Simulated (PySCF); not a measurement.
# IrSI: fields on a plane

Computed with UPBE0 in PySCF with Ir def2-SVP with ECP60, S def2-SVP, I def2-SVP with ECP28; scalar-relativistic core potentials, no spin–orbit coupling; density-fitted integrals.

The triplet minimum has Ir–I 2.504 Å, Ir–S 2.055 Å; I–Ir–S 112.5°.

The plane holds Ir1 at (0.00, 0.00), S2 at (2.05, 0.00), I3 at (-0.96, 2.31) Å. Columns run from x = -2.85 to 4.35 Å, rows from y = 4.65 (top) to -1.95 Å, in steps of 0.3 Å. Other isomers or separated fragments may lie lower. Core electrons replaced by a potential are absent, the electrostatic potential uses the reduced nuclear charge, and values within about 0.7 Å of such atoms have no physical meaning.

Question: Give the lowest empty orbital (Å^-3/2) at -4.31 eV (cut at ±0.3; overall sign arbitrary). Lower edges of the bins (Å^-3/2): '0' -0.300, '1' -0.240, '2' -0.180, '3' -0.120, '4' -0.060, '5' 0.000, '6' 0.060, '7' 0.120, '8' 0.180, '9' 0.240; top 0.30.

Answer: 
```
4444444455555555555555555
4444444555555555555555555
4444444555555555555555555
4444444555555555555555555
4433334566655555555555555
4332234566665555555555555
4322234567765555555555555
4322267157765555555555555
4322275257765555555555555
4332344467655555555555555
4433345665444455666655555
4444455654223456677665555
4444556641001356788766555
4445567750000357999866555
4455568990000357899876555
4455567996245545027765555
4444455543699633964555555
4444432000499520012344555
4444331000045420001344444
4444321000023321112344444
4444332100123322223344444
4444332222223333333444444
4444433332333333334444444
```

Question: Give the electrostatic potential (V) (cut at 20 V). Every second row and column.

Answer: 
```
 0.3  0.4  0.5  0.5  0.2  0.0 -0.1 -0.1 -0.1 -0.1 -0.1 -0.1 -0.1
 0.4  0.9  1.6  1.9  1.1  0.3 -0.1 -0.2 -0.2 -0.1 -0.1 -0.1 -0.1
 0.6  2.2  6.8 11.8  7.3  1.8  0.1 -0.2 -0.2 -0.2 -0.1 -0.1 -0.1
 0.8  4.9 20.0 20.0 20.0  7.3  0.7 -0.1 -0.2 -0.2 -0.1 -0.1 -0.1
 0.7  6.1 20.0 20.0 20.0 12.5  1.3  0.0 -0.1 -0.1 -0.1 -0.1 -0.1
 0.3  3.1 20.0 20.0 20.0  8.0  1.8  0.6  0.6  0.3  0.0 -0.1 -0.1
 0.2  1.0  4.3 10.1 14.5 14.7  6.5  4.5  7.9  4.7  1.0  0.1  0.0
 0.4  1.0  3.3 12.6 20.0 20.0 20.0 20.0 20.0 20.0  4.5  0.5  0.1
 0.6  1.4  4.1 16.9 20.0 20.0 20.0 20.0 20.0 20.0  6.8  0.8  0.2
 0.7  1.3  3.1  8.6 20.0 20.0 15.0  9.9 20.0 15.1  3.2  0.6  0.2
 0.6  1.0  1.8  3.2  5.7  6.9  3.9  1.8  2.3  1.9  0.8  0.3  0.1
 0.5  0.7  1.0  1.4  1.9  1.9  1.2  0.5  0.2  0.2  0.2  0.1  0.1
```

Other spin states or occupations of the open shell can lie lower. Spin–orbit coupling, left out here, can matter for elements this heavy.
